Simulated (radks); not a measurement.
Numerical settings for neutral tellurium, [Kr] 4d10 5s2 5p4. All-electron calculation, Dirac Kohn-Sham, BLYP, spin-unpolarised, spherical densities, finite nucleus; open shells fill j = l - 1/2 first; Fermi nuclear charge, rms radius 4.7423 fm. Program: a radial shooting solver on a logarithmic mesh with Libxc functionals. The defaults (mesh step 0.008 in ln r, mesh end at 40 bohr or more with all orbitals vanishing there, Anderson mixing 0.5 over 9 steps, residual threshold near 1e-9 with the energy settled to 1e-9 hartree or 1e-11 of itself, here a cap of 82 iterations) give E = -6797.2705 hartree and 5p3/2 at -5.463 eV in 14 iterations. Run on one thread of a shared host, so times are rough (Arm Neoverse N1): 0.17 s of CPU time, 0.17 s wall, 14 iterations on 2437 mesh points. Changes against that run (0 stands for a change within the tolerance of the run):

setting,iterations,converged,E (mhartree),e(5p3/2) (meV),CPU (s)
mesh step in ln r 0.02,12,yes,+0.000257,0,0.08
mesh step in ln r 0.12,2,no,diverged,-,0.01
mesh step in ln r 0.012,14,yes,0,0,0.12
mesh end (bohr) 20,14,yes,0,0,0.16
mesh end (bohr) 400,14,yes,0,0,0.18
residual threshold 0.001,9,yes,0,-0.195,0.13
residual threshold 1e-16,82,no,0,0,0.5
mixing 0.05,20,yes,0,0,0.23
"linear mixing, mixing 1",19,no,diverged,-,0.47
"linear mixing, mixing 0.05",82,no,+0.0101,-49.9,0.76
mixing history 3,19,yes,0,0,0.2
iteration cap 2,2,no,+60.7,-4.63e+03,0.04

No run marked as converged misses the energy by more than 1 mhartree. A mesh that ends early acts as a hard wall.
